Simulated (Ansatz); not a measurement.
System: sum formula MnOH (charge 0, septet). The spin state was set by rule; other spins were not relaxed. 
Coordinates optimised at B3LYP-D3(BJ)/def2-TZVP (Ansatz, a first-principles code):
```
O
H 1 0.9572
Mn 1 1.8453 2 145.65
```
Charge 0, spin multiplicity 7.

Basis-set convergence of Hartree-Fock and MP2 correlation energies (hartree) with Ansatz. Valence correlation only, unless marked. UHF or UKS for open shells. Spin-orbit coupling is left out. The frozen core is the preceding noble-gas configuration, with the filled d and f shells of earlier blocks. No relativistic terms.

```tsv
basis	functions	E(HF)	E(corr, MP2)
def2-SVPD	65	-1225.12319	-0.28200
def2-TZVPPD	124	-1225.35907	-0.36889
def2-QZVPPD	199	-1225.38471	-0.39546
```

Extrapolating the two largest sets (X = 3 and 4) as X^-3: E(corr) = (64·(-0.39546) - 27·(-0.36889))/37 = -0.4148 Eh, an estimate of the basis-set limit. The largest set recovers 95.3 % of it, the smallest 68.0 %.
